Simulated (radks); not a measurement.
Values are calculated unless marked as measured or tabulated.
Rh XXVIII, configuration [Ar]. Level of theory: scalar-relativistic Kohn-Sham, exchange-only LDA, spin-polarised, spherical densities, point nucleus (a radial shooting solver on a logarithmic mesh with Libxc functionals).

Normalised radial functions P(r) = r R(r), r in bohr:

r,2s,3s,3p
0.002148,0.4458,0.2144,0.0072
0.002688,0.5368,0.2581,0.0108
0.003336,0.6381,0.3067,0.0159
0.004173,0.7570,0.3637,0.0237
0.005179,0.8835,0.4242,0.0348
0.006479,1.0231,0.4907,0.0517
0.008042,1.1586,0.5549,0.0752
0.01006,1.2880,0.6154,0.1103
0.01249,1.3845,0.6591,0.1580
0.01562,1.4297,0.6764,0.2266
0.01939,1.3892,0.6502,0.3157
0.02426,1.2229,0.5599,0.4358
0.0301,0.9086,0.3953,0.5789
0.03766,0.4008,0.1345,0.7496
0.04674,-0.2573,-0.1961,0.9187
0.05848,-1.0588,-0.5821,1.0640
0.07258,-1.8374,-0.9211,1.1234
0.0908,-2.4866,-1.1214,1.0325
0.1127,-2.7980,-1.0460,0.7363
0.141,-2.6912,-0.6053,0.1886
0.175,-2.2053,0.1366,-0.5157
0.2189,-1.4862,1.0331,-1.2621
0.2717,-0.8219,1.7104,-1.7699
0.3399,-0.3417,1.9308,-1.8776
0.4218,-0.1077,1.6284,-1.5577
0.5278,-0.0220,1.0182,-0.9846
0.655,-0.0030,0.4731,-0.4722
0.8195,-0.0002,0.1457,-0.1534
1.017,0.0000,0.0300,-0.0339

2s: eigenvalue -4575.9 eV, 1 radial node at r = 0.0432 bohr, <r> = 0.141 bohr, 90 % of the charge inside 0.217 bohr. 3s: eigenvalue -1630.2 eV, 2 radial nodes at r = 0.0413, 0.169 bohr, <r> = 0.354 bohr, 90 % of the charge inside 0.514 bohr. 3p: eigenvalue -1522.0 eV, 1 radial node at r = 0.150 bohr, <r> = 0.345 bohr, 90 % of the charge inside 0.511 bohr.
